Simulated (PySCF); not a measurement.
Electronic absorption of C4H9GeNO

C4H9GeNO.
Bonds: C1–C2 (double), C2–Ge3, C2–C4, C4–N5, N5–C6, C6–O7 (double). Hydrogens: H8, H9 on C1; H10, H11, H12 on Ge3; H13, H14 on C4; H15 on N5; H16 on C6.

Theory: TDDFT CAM-B3LYP/def2-SVPD, vertical, gas phase, core orbitals frozen in the response in PySCF. Isolated species at its GFN2-xTB geometry (one conformer only). The CAM-B3LYP/def2-SVPD calculation is non-relativistic and has no spin–orbit coupling, an omission that weighs most on germanium. Torsions of this conformer, `[CH2:1]=[C:2]([GeH3:3])[CH2:4][NH:5][CH:6]=[O:7]`: C1–C2–C4–N5 97°, C2–C4–N5–C6 63°, C4–N5–C6–O7 1°.

What does the calculation give for the low-lying excited states?

| state | E (eV) | ν̃ (cm⁻¹) | f | \|μ\| (D) | main configurations (H = HOMO, L = LUMO) |
| --- | --- | --- | --- | --- | --- |
| S1 | 5.82 | 46930 | 0.0012 | 0.23 | H-1→L+2 (64%), H-2→L+2 (11%), H-4→L+2 (11%) |
| S2 | 6.29 | 50740 | 0.019 | 0.90 | H→L (38%), H-1→L (15%), H-2→L (10%) |
| S3 | 6.82 | 54980 | 0.047 | 1.35 | H→L (41%), H→L+1 (20%), H-3→L (10%) |
| S4 | 6.95 | 56090 | 0.195 | 2.72 | H→L+1 (48%), H-1→L (17%), H-2→L (9%) |
| S5 | 7.06 | 56930 | 0.024 | 0.94 | H→L+2 (57%), H-1→L (14%), H-2→L+2 (12%) |
| S6 | 7.22 | 58220 | 0.0076 | 0.53 | H-1→L+1 (26%), H-1→L (15%), H-2→L (13%) |
| S7 | 7.37 | 59420 | 0.013 | 0.69 | H-2→L (32%), H-1→L+1 (16%), H→L+2 (11%) |
| S8 | 7.42 | 59880 | 0.044 | 1.25 | H-1→L+1 (28%), H-3→L (19%), H-1→L (12%) |

Triplets (Tamm–Dancoff): T1 4.28 eV, H→L (35%), H→L+1 (18%), H-1→L (11%); T2 5.32 eV, H-1→L+2 (42%), H→L+2 (26%), H-4→L+2 (8%); T3 5.37 eV, H-2→L+2 (39%), H-1→L+2 (22%), H→L+2 (17%).

The lowest singlet lies at 5.82 eV (213 nm, ultraviolet) and is very weak; its leading configuration is HOMO-1→LUMO+2 (64%). The most intense listed level is S4 at 6.95 eV (178 nm, f = 0.195), 1.14 eV above S1. Löwdin shares by element: HOMO carbon 39% or more, nitrogen 17%, germanium 11% (atoms not listed hold the other 32%); LUMO carbon 46% or more, hydrogen 11% or more (atoms not listed hold the other 42%). Of the 8 states listed, 6 reach f = 0.01 and none stays under 0.0005. Weighted by f, the mean energy of these states is 6.98 eV. The listed states span 1.61 eV, and the widest gap between neighbours is 0.53 eV (S2 to S3). Singlets were solved by full linear response, triplets in the Tamm–Dancoff approximation.

The run took 2.1 min of wall time on an Arm Neoverse N1 with one thread, no GPU, shared host with 64 logical CPUs at a one-minute load of 60, and the process peaked at 1.1 GiB of memory.
